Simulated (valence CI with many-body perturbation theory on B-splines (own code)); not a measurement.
**Level structure of Hg⁶⁶⁺**

Level of theory: valence CI with perturbative core correlation (CI+MBPT): four valence electrons over a frozen Dirac-Fock core [Ne], a basis of 11 s, 11 p, 9 d, 7 f, 5 g, 2 h, 1 i functions for each j, with the one-electron correlation potential Σ1, the two-electron term Σ2, the three-electron term Σ3, Breit, model QED; selected CI, second order for the rest (own B-spline code, finite nucleus).

The last digits are not significant, and no measured levels were compared; by estimate large intervals hold to a few tenths of a per cent, small ones and those within an open d or f shell to about a per cent.

Levels 1 to 45 of 72, with energies above the lowest level, (3s^2 3p1/2^2) J=0. "Leading %" is the weight of the configuration and term that name the level; weights of strongly mixed levels are sums over their largest components and can fall short. In the jj column 3d3/2^4 stands for four electrons in 3d with j = 3/2. Lifetimes count E1, E2, E3, M1 and M2 decay at the calculated energies, and are blank where another channel may lead or the interval is too uncertain; long ones can be off by a factor of two.

```csv
No.,Configuration,Term,J,E (Ry),Leading %,Leading jj,Lifetime
1,3s2 3p2,3P,0,0.00,68,3s^2 3p1/2^2 (100 %),
2,3s2 3p2,3P,1,37.51,100,3s^2 3p1/2 3p3/2 (100 %),1.21 ns
3,3s2 3p2,1D,2,38.26,65,3s^2 3p1/2 3p3/2 (100 %),49.0 ns
4,3s 3p3,3P°,2,51.64,47,3s 3p1/2^2 3p3/2 (97 %),28.6 ps
5,3s 3p3,3D°,1,53.80,26,3s 3p1/2^2 3p3/2 (80 %),718 fs
6,3s2 3p 3d,3F°,2,55.37,74,3s^2 3p1/2 3d3/2 (99 %),76.5 ps
7,3s2 3p 3d,3D°,1,59.06,42,3s^2 3p1/2 3d3/2 (80 %),111 fs
8,3s2 3p 3d,3P°,2,65.57,46,3s^2 3p1/2 3d5/2 (98 %),2.05 ps
9,3s2 3p 3d,3F°,3,65.69,50,3s^2 3p1/2 3d5/2 (99 %),2.98 ps
10,3s 3p2 3d,3D,1,69.85,45,3s 3p1/2^2 3d3/2 (99 %),14.1 ps
11,3s 3p2 3d,3D,2,70.46,30,3s 3p1/2^2 3d3/2 (98 %),14.6 ps
12,3s2 3p2,3P,2,76.36,64,3s^2 3p3/2^2 (99 %),258 ps
13,3s2 3p2,1S,0,78.01,67,3s^2 3p3/2^2 (98 %),329 ps
14,3s 3p2 3d,3D,3,79.65,36,3s 3p1/2^2 3d5/2 (99 %),2.69 ps
15,3s 3p2 3d,3F,2,80.78,27,3s 3p1/2^2 3d5/2 (98 %),2.46 ps
16,3s 3p3,3D°,2,88.34,49,3s 3p1/2 3p3/2^2 (96 %),988 fs
17,3s 3p3,3D°,3,89.89,95,3s 3p1/2 3p3/2^2 (95 %),1.41 ps
18,3s 3p3,3P°,0,90.77,84,3s 3p1/2 3p3/2^2 (84 %),788 fs
19,3s 3p3,1D°,2,91.93,54,3s 3p1/2 3p3/2^2 (69 %),386 fs
20,3s 3p3,3P°,1,92.01,31,3s 3p1/2 3p3/2^2 (80 %),468 fs
21,3s 3p3,3S°,1,92.96,30,3s 3p1/2 3p3/2^2 (98 %),159 fs
22,3s2 3p 3d,3F°,3,95.91,46,3s^2 3p3/2 3d3/2 (95 %),239 fs
23,3s2 3p 3d,3D°,2,96.40,37,3s^2 3p3/2 3d3/2 (67 %),104 fs
24,3s2 3p 3d,3P°,1,96.41,44,3s^2 3p3/2 3d3/2 (81 %),131 fs
25,3s2 3p 3d,3P°,0,96.49,84,3s^2 3p3/2 3d3/2 (84 %),158 fs
26,3s2 3p 3d,3F°,4,102.54,99,3s^2 3p3/2 3d5/2 (99 %),667 ps
27,3s2 3p 3d,3P°,2,103.38,43,3s^2 3p3/2 3d5/2 (97 %),3.29 ps
28,3s 3p2 3d,5F,2,105.03,27,3s 3p1/2 3p3/2 3d3/2 (74 %),1.89 ps
29,3s2 3p 3d,3D°,3,105.12,63,3s^2 3p3/2 3d5/2 (96 %),1.15 ps
30,3s 3p2 3d,5D,0,105.54,75,3s 3p1/2 3p3/2 3d3/2 (94 %),9.09 ps
31,3s 3p2 3d,5D,1,105.75,50,3s 3p1/2 3p3/2 3d3/2 (99 %),7.75 ps
32,3s2 3p 3d,1P°,1,105.99,62,3s^2 3p3/2 3d5/2 (97 %),1.59 ps
33,3s 3p2 3d,5F,3,106.21,42,3s 3p1/2 3p3/2 3d3/2 (98 %),7.12 ps
34,3p4,3P,2,106.77,33,3p1/2^2 3p3/2^2 (50 %),448 fs
35,3s 3p2 3d,3G,4,107.62,32,3s 3p1/2 3p3/2 3d3/2 (96 %),24.3 ps
36,3p4,1S,0,107.87,45,3p1/2^2 3p3/2^2 (69 %),369 fs
37,3s 3p2 3d,3F,2,108.73,55,3s 3p1/2 3p3/2 3d3/2 (87 %),397 fs
38,3s 3p2 3d,3D,3,109.31,33,3s 3p1/2 3p3/2 3d3/2 (96 %),226 fs
39,3s 3p2 3d,3P,1,109.67,30,3s 3p1/2 3p3/2 3d3/2 (98 %),209 fs
40,3s 3p2 3d,3D,2,109.92,24,3s 3p1/2 3p3/2 3d3/2 (85 %),145 fs
41,3s 3p2 3d,3G,3,110.01,42,3s 3p1/2 3p3/2 3d3/2 (98 %),209 fs
42,3s 3p2 3d,3D,1,110.12,46,3s 3p1/2 3p3/2 3d3/2 (98 %),177 fs
43,3s 3p2 3d,3D,1,112.24,43,3s 3p1/2 3p3/2 3d3/2 (96 %),103 fs
44,3s 3p2 3d,3F,2,112.25,27,3s 3p1/2 3p3/2 3d3/2 (71 %),113 fs
45,3s 3p2 3d,3P,0,112.57,50,3s 3p1/2 3p3/2 3d3/2 (53 %),133 fs
```

The ionisation energy to 3s2 3p 2P°_1/2 of the next ion comes out as 8007.3 eV (NIST: 8010 ± 40 eV (theoretical)). All 72 levels together are meant to be complete up to 125.04 Ry.
